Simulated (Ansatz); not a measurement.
Stepwise reaction of `C[O][GeH]([Cl])[O]C` with hydrogen fluoride, as a gas-phase model of exchange steps in deposition or etching. ΔE in kJ/mol.

Gas-phase electronic energies from Ansatz, PBE0-D4/def2-TZVP geometries. CBS: MP2 limit from def2 TZ/QZ plus the TZ coupled-cluster correction, frozen cores. This one scheme is used for every species. Functionals use def2-TZVPP. B3LYP here is the variant with VWN-RPA as its local correlation; programs differ in this. For Ge outer-core shells are correlated without core-valence functions, which leaves a few kJ/mol of doubt a bond. Scalar relativity is left out up to krypton. One conformer a species, not always the lowest.

| step | reaction | PBE-D4 | B3LYP-D4 | ωB97M-V | CCSD(T)/CBS |
| --- | --- | --- | --- | --- | --- |
| 1 | `C[O][GeH]([Cl])[O]C` + H–F → `C[O][GeH]([F])[Cl]` + CH₃OH | -20.7 | -20.4 | -21.6 | -13.3 |

**Question.** Give the row of step 2, `C[O][GeH]([F])[Cl]` + H–F → `[F][GeH]([F])[Cl]` + CH₃OH. (Estimate.)

**Answer.** Computed: 
| step | reaction | PBE-D4 | B3LYP-D4 | ωB97M-V | CCSD(T)/CBS |
| --- | --- | --- | --- | --- | --- |
| 2 | `C[O][GeH]([F])[Cl]` + H–F → `[F][GeH]([F])[Cl]` + CH₃OH | -26.5 | -26.3 | -27.9 | -18.9 |

**Question.** By hand: ΔE of the 2 steps together at CCSD(T)/CBS.

**Answer.** (-13.3) + (-18.9) = -32.2 kJ/mol, or -16.1 kJ/mol a step.

In ΔE each step is lower than the one before. All are downhill at CCSD(T)/CBS. PBE-D4 differs from CCSD(T)/CBS by -7.6 to -7.4 kJ/mol a step. Isolated molecules leave out the surface, adducts and barriers. Largest T1 diagnostic: 0.012.
